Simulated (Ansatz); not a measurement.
Gas-phase electronic energies from Ansatz, PBE0-D4/def2-TZVP geometries. CCSD(T)/CBS is the MP2 limit (def2-TZVPP, def2-QZVPP) plus CCSD(T) − MP2 in def2-TZVPP, frozen cores. DFT in def2-TZVPP. B3LYP here is the variant with VWN-RPA as its local correlation; programs differ in this. One conformer a species, not always the lowest.

`[AlH2][SiH2]C[SiH3]` → `[SiH3][CH2][AlH][SiH3]`  (isomerisation)

`[AlH2][SiH2]C[SiH3]`:

Z-matrix (Å, degrees):
```
Si
C 1 1.909
Al 1 2.466 2 98.7
H 1 1.492 2 110.0 3 123.7
H 1 1.492 2 107.5 3 -120.2
Si 2 1.853 1 104.2 3 37.4
H 2 1.092 1 114.0 3 160.6
H 2 1.095 1 108.7 3 -78.5
H 3 1.589 1 123.3 2 -115.1
H 3 1.593 1 116.3 2 72.0
H 6 1.486 2 117.4 1 -164.7
H 6 1.531 2 107.2 1 -48.7
H 6 1.483 2 112.6 1 65.8
```

`[SiH3][CH2][AlH][SiH3]`:

Z-matrix (Å, degrees):
```
Si
C 1 1.863
H 1 1.490 2 113.0
H 1 1.489 2 110.1 3 120.6
H 1 1.489 2 110.1 3 -120.6
Al 2 1.958 1 114.8 3 179.9
H 2 1.098 1 109.9 3 -58.2
H 2 1.098 1 110.0 3 57.6
Si 6 2.459 2 118.8 1 -178.9
H 6 1.591 2 119.8 1 1.1
H 9 1.493 6 110.6 2 59.2
H 9 1.493 6 110.6 2 -58.5
H 9 1.490 6 114.0 2 -179.7
```

```csv
level,ΔE (kcal/mol),difference from CCSD(T)/CBS
PBE-D4,0.9,1.7
r2SCAN-D4,-0.1,0.7
PBE0-D4,0.7,1.5
B3LYP-D4,-1.2,-0.4
ωB97X-V,-0.5,0.3
ωB97M-V,0.0,0.8
B2PLYP,-2.5,-1.7
PBE,-0.5,0.3
r2SCAN,-0.3,0.5
PBE0,-0.5,0.3
B3LYP,-3.5,-2.7
HF/def2-TZVPP,-5.4,-4.6
MP2/def2-TZVPP,-0.8,0.0
SCS-MP2/def2-TZVPP,-1.7,-0.9
CCSD/def2-TZVPP,-1.8,-1.0
CCSD(T)/def2-TZVPP,-1.1,-0.3
HF/def2-QZVPP,-5.4,-4.6
MP2/def2-QZVPP,-0.6,0.2
SCS-MP2/def2-QZVPP,-1.6,-0.8
HF/CBS(def2),-5.4,-4.6
MP2/CBS(def2),-0.5,0.3
CCSD/CBS(def2),-1.5,-0.7
CCSD(T)/CBS,-0.8,0
```

Largest T1 diagnostic among the species: 0.012.

The D4 term adds +2.3 kcal/mol with B3LYP and +1.2 kcal/mol with PBE0; it sums over pairs of atoms, weighted by their polarisabilities, and B3LYP, whose exchange is more repulsive, gets the larger term. In def2-TZVPP, CCSD(T) changes the Hartree–Fock value by +4.3 kcal/mol (the triples alone add +0.7 kcal/mol) and MP2 by +4.6 kcal/mol.
